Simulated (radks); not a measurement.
Results of a calculation; reference values are marked as such.
Ionisation of Ga23+, [He] 2s2 2p4, to Ga24+, [He] 2s2 2p3, under several functionals. Dirac Kohn-Sham, spin-unpolarised, spherical densities, finite nucleus; open shells are shared between the two j in proportion to 2j + 1; a radial shooting solver on a logarithmic mesh with Libxc functionals.

functional                                        E(Ga23+) (hartree)  Exc (hartree)  IE (eV)  -e(HOMO) (eV)  <r> HOMO (bohr)  IE error (eV)
SOGGA                                                    -1529.77886      -39.71395   2269.4         2195.9           0.1818          +11.4
OLYP                                                     -1531.43438      -41.39872   2272.9         2199.6           0.1817          +14.9
RPBE                                                     -1531.43848      -41.39355   2270.7         2197.1           0.1818          +12.7
exchange-only B88                                        -1531.10924      -41.06428   2269.9         2196.2           0.1818          +11.9
XLYP                                                     -1531.68861      -41.64629   2271.6         2198.0           0.1818          +13.6
PW91                                                     -1531.37019      -41.32437   2271.6         2197.9           0.1818          +13.6
PBE                                                      -1531.13195      -41.08278   2270.8         2197.2           0.1818          +12.8
LDA (Slater exchange, Perdew-Zunger correlation)         -1528.32227      -38.23701   2269.4         2195.8           0.1818          +11.4

NIST Atomic Spectra Database: 2258 eV (semi-empirical). Closest: LDA (Slater exchange, Perdew-Zunger correlation). The Delta-SCF values span 3.59 eV, the total energies 3.37 hartree. The highest occupied level is 2p3/2. Spin polarisation and multiplet splitting are left out, so open shells lie too high by an amount that depends on their filling. Sharing an open shell by 2j + 1 raises it above the true ground level by a part of the spin-orbit splitting, which enters the differences from NIST.

Beside tabulated values, note that spin-unpolarised runs miss the spin-polarisation part of the exchange energy of open shells.
